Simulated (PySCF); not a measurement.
## Orbital picture of WO

PBE0 at R = 1.634 Å; W x2c-TZVPPall, O x2c-TZVPPall; spin-free X2C with a Gaussian nucleus (PySCF 2.14). State: triplet, unpaired electrons δ ↑↑, a mixture of terms (⟨Lz²⟩ = 1.6). Only the outer orbitals are listed, counted within each symmetry.

| spin | orbital | occ. | ε (eV) | on W (%) | main shells (%) |
| --- | --- | --- | --- | --- | --- |
| α | 15σ | 1 | -12.02 | 27 | 65 O p, 24 W d, 8 O s |
| α | 8π | 1 | -11.52 | 31 | 68 O p, 28 W d |
| α | 8π | 1 | -11.52 | 31 | 68 O p, 28 W d |
| α | 4δ | 1 | -7.13 | 100 | 100 W d |
| α | 4δ | 1 | -7.12 | 100 | 100 W d |
| α | 16σ | 1 | -6.97 | 96 | 77 W s, 17 W d |
| α | 9π | 0 | -2.71 | 83 | 57 W d, 26 W p, 17 O p |
| α | 9π | 0 | -2.71 | 83 | 57 W d, 26 W p, 17 O p |
| α | 17σ | 0 | -1.67 | 87 | 45 W p, 31 W d, 12 O p |
| β | 15σ | 1 | -11.98 | 23 | 69 O p, 20 W d |
| β | 8π | 1 | -11.60 | 24 | 76 O p, 21 W d |
| β | 8π | 1 | -11.60 | 24 | 76 O p, 21 W d |
| β | 16σ | 1 | -5.73 | 99 | 84 W s, 9 W d |
| β | 4δ | 0 | -2.37 | 100 | 100 W d |
| β | 4δ | 0 | -2.36 | 100 | 100 W d |
| β | 9π | 0 | -2.13 | 88 | 59 W d, 28 W p, 12 O p |

Question: Which are the highest filled and the lowest empty level, where do they sit, and how wide is the gap?

Answer: Highest filled β 16σ at -5.73 eV (in %: 84 W s, 9 W d); lowest empty α 9π at -2.71 eV (in %: 57 W d, 26 W p, 17 O p); the gap at PBE0 is 3.02 eV.

| Quantity | Value |
| --- | --- |
| bond order (Mayer) | 2.55 |
| ⟨S²⟩ | 2.071 |
| charge on W (Mulliken, basis-dependent) | 0.32 |
| charge on W (Löwdin, basis-dependent) | 0.03 |
| dipole moment (positive dipole means W(−)O(+)) | -2.02 D |
| polarisability along the bond | 67.7 bohr³ |
| polarisability across the bond | 71.7 bohr³ |

Spin–orbit coupling is left out. With d or f electrons several states lie close, and the lowest PBE0 determinant need not be the measured ground state.
